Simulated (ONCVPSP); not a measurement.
What one change does to a pseudopotential (silicon (Si), ONCV)

ONCVPSP 4.0.1 input, shortened (lines: element, Z, core and valence counts, functional; n l f; lmax; l rc ep ncon nbas qcut; lloc lpopt rc5 dvloc0; l nproj debl; icmod fcfact rcfact), PBE, scalar-relativistic:

```
  Si 14.00    3    2        4      upf
    1    0    2.00
    2    0    2.00
    2    1    6.00
    3    0    2.00
    3    1    1.00
    2
    0    1.80    0.00    3    6    4.00
    1    2.05    0.00    3    6    4.30
    2    1.65    0.05    4    9    6.50
    4    3    1.25    0.00
    0    3    0.60
    1    2    2.30
    2    1    1.30
    1    0.35    0.00
```

In the s channel the program set the typed energies aside and used -0.700, 0.250, 0.850 Ha.

Change: p: qcut 6.6.

Cutoffs: the cutoffs (Ha) at which the residual kinetic energy of the hardest occupied pseudo-wave falls to 1 and 0.1 mHa per electron; they do not see the model core or the augmentation charge, which bear on the density cutoff. Errors are all-electron minus pseudo energies relative to the spin-unpolarised reference configuration.

Question: Predict the effect on cutoff, ghosts and configuration errors.

Answer: The potential gets neither clearly harder nor softer (7.2 Ha and 20 Ha → 7.2 Ha and 20 Ha); the s channel sets the loose cutoff, while the largest relative change is in p, which becomes harder; of the 4 tests that both files solve, the error grows in 4 and shrinks in 0 by more than 15 % and 0.3 meV (median size 3.1 → 5.1 meV); neither file shows a bound ghost.

```tsv
quantity	base	changed
cutoff, loose	7.2 Ha	7.2 Ha
cutoff, tight	20 Ha	20 Ha
loose cutoff by channel	s 7.2 Ha, p 3.4 Ha	s 7.2 Ha, p 5.8 Ha
bound ghosts	none	none
GHOST(+) flags under 300 eV	s at 135.1 eV	s at 135.1 eV
error for 3s2 3p2, meV [ΔE -7.74 eV]	+1.3	+1.8
error for 3s2 3p0, meV [ΔE 15.99 eV]	+4.3	+6.2
error for 3s1 3p0, meV [ΔE 49.96 eV]	+33	+41
error for 3s1 3p2, meV [ΔE 7.43 eV]	-1.9	-4.1
s: phases at 1.83 bohr within 0.05 rad from the reference energy up to (Ha; the scan ends near 5)	3.5	3.5
p: phases at 2.08 bohr within 0.05 rad from the reference energy up to (Ha; the scan ends near 5)	2.9	2.9
d: phases at 1.67 bohr within 0.05 rad from the reference energy up to (Ha; the scan ends near 5)	3.5	3.5
rms error of d²Exc/dni dnj with the model core, mHa	0.69	0.79
```
